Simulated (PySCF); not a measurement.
# Static response to an electric field

Species: C4H8O3Si.
Geometry (GFN2-xTB, Å), atoms numbered from 1 in this order:
```xyz
16
C4H8O3Si angstrom
C      3.168   -0.040    0.248
C      2.424   -1.042   -0.177
O      1.081   -1.108   -0.131
Si    -0.003   -0.225    0.667
O     -1.415   -1.039    0.645
C     -2.455   -0.249    0.148
C     -1.915    1.180   -0.082
O     -0.519    1.114   -0.122
H      2.723    0.837    0.680
H      4.238   -0.072    0.165
H      2.848   -1.931   -0.628
H      0.385    0.085    2.035
H     -2.805   -0.692   -0.789
H     -3.275   -0.245    0.870
H     -2.272    1.607   -1.021
H     -2.215    1.830    0.746
```

Level: PBE0/def2-SVPD (PySCF), static field, nuclei fixed, core orbitals frozen in the response. The polarisability tensor in these axes (au):

```
x   95.69 -0.42  2.00
y   -0.42 71.19  2.55
z    2.00  2.55 64.36
```

**Question.** Diagonalise the tensor; give its mean and Δα, where Δα² is half the sum of the squared differences of the eigenvalues.

**Answer.** Principal values 63.39, 72.04 and 95.82 au; mean 77.08 au = 11.42 Å³ = 12.71 × 10⁻⁴⁰ C²·m²/J; Δα = 29.09 au (38 % of the mean).

**Question.** What is the dipole moment, and where does it point?

**Answer.** (-0.57, 0.74, 0.14) D, 0.94 D in size, pointing from the negative to the positive side. Measured along this direction, the outermost atoms are H11 at the negative end and H16 at the positive end.

**Question.** Orientational against electronic polarisability at 273 K (dilute gas, rigid molecules)?

**Answer.** In Gaussian units μ²/3kT = 7.86 Å³ against 11.42 Å³, a ratio of 0.69; the Debye molar polarisation (4π/3)N_A(α + μ²/3kT) is 48.6 cm³/mol, leaving out the vibrational part.

**Question.** Refractivity n − 1 of an ideal gas of it at 400 K and 1 atm, from the electronic α?

**Answer.** N = p/kT = 1.8347 × 10¹⁹ cm⁻³, so n − 1 = 2π × N × 11.42 × 10⁻²⁴ cm³ = 1317 × 10⁻⁶ at long wavelengths.

**Question.** Along which axes do the principal values lie, and how far do the nuclei extend along each?

**Answer.** Largest value along (1.00, -0.01, 0.06), where the nuclei span 7.45 Å; middle along (-0.01, 0.95, 0.31), 4.05 Å; least along (-0.06, -0.31, 0.95), 3.21 Å. The response follows the extents in order.

**Question.** What are the principal values of the traceless quadrupole moment, Θ = ½Σq(3rr − r²1), about the centre of nuclear charge?

**Answer.** -9.89, -2.10, 11.99 D·Å. The values depend on the origin, since the dipole doesn't vanish. The electronic extent ⟨r²⟩ about the same centre is 1232 bohr², a root-mean-square distance of 2.22 Å for the 70 electrons.

**Question.** Sum over states: ᾱ = Σ f/ω², ω in Eh. What share falls to these 6 lowest TDDFT singlets (eV, f)? 6.78, 0.0874; 6.99, 0.0657; 7.07, 0.0068; 7.32, 0.0042; 7.40, 0.1037; 7.60, 0.0289.

**Answer.** They add up to 4.33 au, 5.6 % of the 77.08 au; the largest single term is 1.41 au, from the state at 6.78 eV. Terms in order: 1.41, 0.99, 0.10, 0.06, 1.40, 0.37 au. Higher excitations give the rest. The strengths listed sum to 0.297.

Geometry: GFN2-xTB, one conformer, isolated molecule.
